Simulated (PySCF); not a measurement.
## Which determinant of IO⁺ lies lowest?

Unrestricted PBE0; I aug-cc-pVDZ-PP with ECP28, O aug-cc-pVDZ; scalar-relativistic core potentials (PySCF 2.14). Outer shells of the fragments: I+ 4d10 5s2 5p4; O 2s2 2p4.

Followed along the bond (rough minima from three points):

```csv
2Ms+1,unpaired,⟨S²⟩ at the start,R at minimum (Å),Te (eV)
3,π ↑↑,2.02,1.84,0.00
1,π ↑↓,1.01,1.83,0.34
1,none,0.72,1.89,1.20
3,π ↑↑,2.01,2.05,2.01
5,"σ ↑, π ↑↑↑",6.01,none in the scan,≤ 2.78
```

Solutions found at the starting distance of 2.010 Å, counted from the lowest of them; the search is not exhaustive and high or unbound solutions are not listed, so other states can lie among these:

```tsv
2Ms+1	unpaired	term	E (eV)	⟨S²⟩	⟨Lz²⟩	μ (D)
3	π ↑↑	³Σ⁻	0.00	2.02	0.00	-1.16
1	π ↑↓	mixed	0.36	1.01	2.02	-1.36
1	none	mixed	0.93	0.72	2.01	-1.38
3	π ↑↑	mixed	1.61	2.01	2.01	-1.13
5	σ ↑, π ↑↑↑	⁵Π	3.00	6.01	1.00	-0.08
3	σ ↑, π ↑	mixed	3.04	2.70	1.35	-0.85
1	σ ↓, π ↑	mixed	3.14	1.71	1.12	-0.12
3	σ ↑, π ↑	³Π	3.57	2.01	1.01	-0.86
3	σ ↑, π ↑↑↓	mixed	3.91	3.01	3.02	-0.33
1	σ ↓, π ↑	mixed	3.97	1.01	1.01	-1.22
5	σ ↑↑, π ↑↑	⁵Σ⁻	4.45	6.02	0.00	-0.28
1	σ ↓↓, π ↑↑	mixed	5.78	2.01	0.00	-0.53
5	σ ↑↑, π ↑↑	mixed	6.03	6.01	2.01	0.87
5	π ↑↑↑↑	⁵Σ⁺	7.84	6.01	0.00	1.51
```

A term symbol is given only where ⟨S²⟩ and ⟨Lz²⟩ are close to those of a pure state; real π, δ and φ orbitals otherwise mix terms. A positive dipole points towards O; it is taken about the centre of mass and depends on that origin.

Spin–orbit coupling is left out. Counting both spins, an empty level lies below a filled one in some of these solutions, because spin and occupation are held.
